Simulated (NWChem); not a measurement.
Species: BiHF2; SMILES [F][BiH][F]

```xyz
4

Bi    -0.2368     0.0206     0.0000
H     -0.4168    -1.7865     0.0000
F      1.1149     0.0044    -1.5138
F      1.1149     0.0044     1.5138
```
Atoms are numbered in this order, from 1.

The geometry was optimised at PBE0/def2-SVP. def2 effective core potentials on Bi; no spin-orbit coupling.

Symmetry labels are those of Cs in the frame above (b1 and b2, or b-type labels, depend on it).

Task: List the 4 lowest vertical singlet excitations and the 4 lowest triplet ones from PBE/def2-SVP with def2 effective core potentials on Bi, TDA (NWChem).

Result: 
| state | energy (eV) | oscillator strength | symmetry | leading excitation (squared amplitude) |
|---|---|---|---|---|
| S1 | 4.90 | 0.008 | a" | HOMO → LUMO (0.96) |
| S2 | 5.11 | 0.011 | a' | HOMO → LUMO+1 (0.96) |
| S3 | 5.97 | 0.002 | a' | HOMO−2 → LUMO (0.79) |
| S4 | 6.02 | 0.004 | a' | HOMO−1 → LUMO (0.78) |
| T1 | 4.34 | spin-forbidden | a" | HOMO → LUMO (0.99) |
| T2 | 4.49 | spin-forbidden | a' | HOMO → LUMO+1 (0.99) |
| T3 | 5.60 | spin-forbidden | a" | HOMO−3 → LUMO (0.96) |
| T4 | 5.61 | spin-forbidden | a' | HOMO → LUMO+2 (0.86) |
